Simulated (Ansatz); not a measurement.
The lowest singlet and triplet of NH (SMILES [NH]); geometries from B3LYP-D3(BJ)/def2-TZVP, each state relaxed from the structure named, with no frequency check, low spin by broken symmetry.
Singlet (charge 0, multiplicity 1):
```xyz
2

N      0.000     0.000    -0.130
H      0.000     0.000     0.911
```
Triplet (charge 0, multiplicity 3):
```xyz
2

N      0.000     0.000    -0.130
H      0.000     0.000     0.912
```

A positive gap puts the triplet lower; no zero-point energy. R- takes a restricted singlet, here one determinant of a half-filled degenerate or near-degenerate pair, which mixes singlet states. The triplet is unrestricted in single-reference levels. Active spaces average the two states.

Correlated levels freeze the cores.

Codes used: Ansatz (a program for electronic structure). Each number belongs to the level named beside it.

R-PBE/def2-TZVPP gives 226.2 kJ/mol for the gap E(singlet) − E(triplet), adiabatic.

Task: Predict the shift from PBE, with its sign, for: R-r2SCAN/def2-TZVPP, R-PBE0/def2-TZVPP, R-wB97M-V/def2-TZVPP, R-B2PLYP/def2-TZVPP, R-MP2/cc-pVQZ, R-CCSD(T)/cc-pVQZ, SC-NEVPT2 on SA-CASSCF(6,5)/cc-pVQZ, FIC-MRCISD+Q on SA-CASSCF(6,5)/cc-pVQZ, FCI/cc-pVDZ.

Result: R-r2SCAN/def2-TZVPP 25.5; R-PBE0/def2-TZVPP 8.3; R-wB97M-V/def2-TZVPP -28.8; R-B2PLYP/def2-TZVPP -11.6; R-MP2/cc-pVQZ -6.8; R-CCSD(T)/cc-pVQZ -43.9; SC-NEVPT2 on SA-CASSCF(6,5)/cc-pVQZ -68.1; FIC-MRCISD+Q on SA-CASSCF(6,5)/cc-pVQZ -72.3; FCI/cc-pVDZ -49.7 kJ/mol. 2 of 9 lie above PBE; the widest gap is to FIC-MRCISD+Q on SA-CASSCF(6,5)/cc-pVQZ.

Doubts at one or more of the structures used: a restricted determinant that unrestricted orbitals would lower (R-PBE/def2-TZVPP, R-r2SCAN/def2-TZVPP, R-PBE0/def2-TZVPP, R-wB97M-V/def2-TZVPP, R-B2PLYP/def2-TZVPP, R-MP2/cc-pVQZ, R-CCSD(T)/cc-pVQZ).
